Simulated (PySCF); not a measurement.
C₃H₆O₃, SMILES COC(=O)OC. The structure is a stationary point at PBE0-D3(BJ)/def2-SVP.

Calculation: PySCF 2.14.0 with PBE0-D3(BJ)/def2-SVP.

Harmonic wavenumbers (cm⁻¹): 103, 113, 131, 209, 238, 350, 532, 718, 814, 968, 1072, 1178, 1182, 1195, 1202, 1259, 1376, 1453, 1458, 1459, 1472, 1480, 1502, 1894, 3066, 3067, 3162, 3162, 3204, 3204. Rotational constants (GHz): 10.55, 2.386, 1.995; symmetry number 2.

Problem. Work out the zero-point energy and the ideal-gas rigid-rotor harmonic-oscillator thermochemistry at 298.15 K and 1 atm.

Solution. ZPE = ½ Σ hcν = ½ × 42225 cm⁻¹ = 252.56 kJ/mol. H − E(el) = 273.25 kJ/mol. Entropy in J/(mol K): translation 164.88, rotation 104.12, vibration 67.45, total 336.45. G − E(el) = 172.94 kJ/mol. Cp = 100.04 J/(mol K). Modes under 150 cm⁻¹ make the vibrational entropy uncertain.
